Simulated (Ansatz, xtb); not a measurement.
**C5H6F2Se: which of two isomers lies lower**

We compare I, `F[C@@H]1C=C[Se][C@@H](F)C1`, a singlet, with II, `FC(F)[C@@H]1C=C[Se]C1`, a singlet. Both are isolated molecules in the gas phase, relaxed with r2SCAN-D4/def2-SVP; each stands in its lowest conformer found.

Energies in hartree; the thermal terms are from GFN2-xTB frequencies at re-optimised GFN2-xTB minima (ideal gas, soft modes damped towards free rotors, one conformer each, 298.15 K, 1 atm) and include the zero-point energy:

```
                               I            II
E, CCSD(T)/def2-SVP  −2792.274098  −2792.288152
    E, MP2/def2-SVP  −2792.184758  −2792.200776
  E, MP2/def2-TZVPP  −2793.260945  −2793.274857
  zero-point energy      0.097862      0.097747
       H(298 K) − E      0.106731      0.106669
       G(298 K) − E      0.064288      0.063652
```

**Question.** Correct the CCSD(T) difference for the basis set by the MP2 change, then work out ΔE, ΔE₀, ΔH and ΔG for I → II in kcal/mol (1 Eh = 627.51 kcal/mol) and the equilibrium ratio [II]/[I].

**Answer.** 1. Differences II − I: CCSD(T) −0.014054, MP2 in the small set −0.016018, MP2 in the large set −0.013912 Eh.
2. ΔE = −0.014054 + (−0.013912 − (−0.016018)) = −0.011948 Eh = −7.50 kcal/mol.
3. ΔE₀ = ΔE + ΔZPE = −0.011948 + (−0.000115) Eh = −7.57 kcal/mol.
4. ΔH = ΔE + (−0.000062) Eh = −7.54 kcal/mol.
5. ΔG = ΔE + (−0.000636) Eh = −7.90 kcal/mol, so ΔS = (ΔH − ΔG)/T = +5.1 J/(mol K).
6. kT = 0.9442 mEh, so K = [II]/[I] = exp(−ΔG/kT) = exp(+13.33) ≈ 6.1 × 10^5.

Structure II is favoured at this temperature. An error of 1 kcal/mol in ΔG would change K by a factor of 5.4. Mirror images and further conformers aren't counted.

As drawn, both hold the same kinds of bond in the same numbers. Structure I has a 6-membered ring, II a 5-membered ring.

Other levels gave ΔE = −1.8 (GFN2-xTB); −4.5 (HF/STO-3G, GFN2-xTB geometries); −6.6 (r2SCAN-D4/def2-SVP//GFN2-xTB); −6.8 (r2SCAN-D4/def2-SVP); −8.2 (HF/def2-SVP); −10.1 (MP2/def2-SVP); −8.8 (CCSD(T)/def2-SVP) kcal/mol. The correlated steps freeze 16 core orbitals; the filled d shell of Se is correlated, in a basis made for valence electrons. Programs: Ansatz 0.2.0, xtb 6.7.1.
